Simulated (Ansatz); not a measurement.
**Question.** Name a neutral molecule of C, O, S, Si and H with size of the dipole moment (B3LYP/def2-TZVPP) between 0.80 and 1.10 D and LUMO energy (PBE0/def2-TZVPP) between -1.75 and -1.45 eV (Ansatz, PBE0-D4/def2-TZVP geometry).

**Answer.** `O=C([SiH3])S[SiH3]` (1.00 D, -1.61 eV). Other molecules can fit too; these were computed, each in one conformer that needn't be the lowest.

B3LYP here is the variant with VWN-RPA as its local correlation; programs differ in this.
